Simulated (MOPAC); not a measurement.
MOPAC input (AM1):

```
AM1 FORCE THERMO(298,298) PRECISE LET CHARGE=-1 GEO-OK AUX(PRECISION=9) THREADS=1
C3H11Si3

C    -0.69487020 1    1.38359188 1   -0.73567685 1
Si    0.97020257 1    1.42684742 1   -0.52672067 1
C     1.77421938 1   -0.23532650 1   -0.10378205 1
Si    0.73791556 1   -1.50300033 1    0.69880363 1
C    -1.05331574 1   -1.40200485 1    0.37272609 1
Si   -1.77906813 1    0.29253872 1   -0.06330231 1
H    -1.11856651 1    2.13142298 1   -1.41888911 1
H     1.71608349 1    1.93251238 1   -1.70016335 1
H     1.51429088 1    2.31569492 1    0.52965044 1
H     2.15885326 1   -0.64098183 1   -1.06823886 1
H     2.66338000 1   -0.02360907 1    0.53114081 1
H     1.21688873 1   -2.83277896 1    0.28532850 1
H     0.97458683 1   -1.48393288 1    2.14970258 1
H    -1.61499227 1   -1.78896240 1    1.25211437 1
H    -1.30238874 1   -2.06903906 1   -0.48501123 1
H    -2.45760067 1    0.67688985 1    1.19920078 1
H    -2.95589726 1    0.00490143 1   -0.91265772 1
```

Which zero-point energy does it print?

74.90 kcal/mol, from the harmonic wavenumbers of AM1.
